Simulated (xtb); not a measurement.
xtb input (GFN2-xTB):

```bash
xtb mol.xyz --gfn 2 --ohess tight --chrg 1 --uhf 0
```
mol.xyz:
```
4

B     -0.25581831     0.29074367     0.07280156
O      0.70576438     0.02877737    -0.59121586
Cl    -1.58759214     0.62629452     0.91926859
H      1.14156473    -0.89604555    -0.37155969
```

End of the output:

```
optimized geometry written to: xtbopt.xyz

           -------------------------------------------------
          | TOTAL ENERGY               -9.949445090153 Eh   |
          | TOTAL ENTHALPY             -9.927347203540 Eh   |
          | TOTAL FREE ENERGY          -9.955427230881 Eh   |
          | GRADIENT NORM               0.000445984005 Eh/α |
          | HOMO-LUMO GAP               6.840827839283 eV   |
           -------------------------------------------------

------------------------------------------------------------------------
------------------------------------------------------------------------
 total:
 SCF:
 ANC optimizer:
 analytical hessian:
```

It need not be the lowest isomer of its formula.
